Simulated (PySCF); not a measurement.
ZrOF2, SMILES [O]=[Zr]([F])[F], multiplicity 1.

Geometry: B3LYP-D3(BJ)/def2-TZVP. The multiplicity is an assumed one; other spin states were not compared. The def2 effective core potentials stand for the cores of Zr; spin–orbit coupling is left out.

Two levels are set side by side: TDA-PBE/def2-SVPD (PySCF) and TDA-B3LYP/def2-SVPD (PySCF). Vertical, same geometry. The lowest singlet is HOMO→LUMO 100 % with PBE and HOMO→LUMO 99 % with the other functional; states are paired by order. Differences are taken from unrounded values.

```tsv
quantity	TDA-PBE
lowest singlet excitation (eV)	3.41
lowest triplet excitation (TDA) (eV)	3.33
```

Question: These are the TDA-PBE values. What does TDA-B3LYP give? (The exact figures need the calculation; the answer reports its results.)

Answer: 
```csv
quantity,TDA-B3LYP,TDA-PBE minus TDA-B3LYP
lowest singlet excitation (eV),3.78,-0.37
lowest triplet excitation (TDA) (eV),3.70,-0.37
```

A lower first singlet is the usual sign of a functional without exact exchange. Differences between two approximate levels are no errors against the true value.

Rough cost on one machine, each run with all the roots and properties that it gave: TDA-B3LYP against TDA-PBE about 2 times.
